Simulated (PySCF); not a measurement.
**Which element holds H most strongly?**

PBE0 in PySCF with def2-TZVPP on every atom (core potentials on Mo, Ru), for the lowest determinant that a PBE0 search found; no spin–orbit coupling. D0 is De less the harmonic zero-point energy.

```
 M  state (unpaired electrons)  Re (Å)  ωe (cm⁻¹)  D0(MH) (eV)
As              triplet (π ↑↑)   1.531       2172         2.77
Ru         quartet (σ ↑, δ ↑↑)   1.577       1988         2.49
Al      singlet (closed shell)   1.664       1644         2.89
Cu      singlet (closed shell)   1.481       1874         2.45
Mo    sextet (σ ↑, π ↑↑, δ ↑↑)   1.714       1773         2.27
 B      singlet (closed shell)   1.241       2330         3.35
 C               doublet (π ↑)   1.125       2845         3.41
```

**Question.** Order the elements by D0 and give the energy of CuH + Ru → RuH + Cu.

**Answer.** C > B > Al > As > Ru > Cu > Mo; ΔE = 2.45 − 2.49 = -0.04 eV at PBE0/def2-TZVPP. Close neighbours can swap at other levels.

The metal atom is held in its measured ground configuration; semilocal functionals can put another filling of s and d lower by some tenths of an eV, and De to that atom would be smaller. Spin–orbit coupling is left out, which matters for elements this heavy, above all for dissociation energies. States were picked by a PBE0 search and need not be the measured ground states. The state is the lowest single determinant that the PBE0 search found; with open d or f shells the true ground state can be another one.
